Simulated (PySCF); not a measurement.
Electron correlation in Ne³⁺ (neon, charge +3)

[He] 2s2 2p3, high-spin 4S determinant. All numbers are calculated (PySCF 2.14, the non-relativistic Hamiltonian (point nucleus), in aug-cc-pVDZ (4s3p2d, 23 functions)). Frozen: 1s2; 5 electrons correlated.

```csv
level,correlation energy (mhartree)
CCSD,-83.09
(T),-0.35
CCSD(T),-83.44
CCSDT,-83.48
```

Diagnostics: T1 = 0.0021, D1 = 0.0033, largest double amplitude 0.023.

Question: Is a single reference adequate?

Answer: Yes: T1 lies below 0.03 and no double amplitude reaches 0.07.
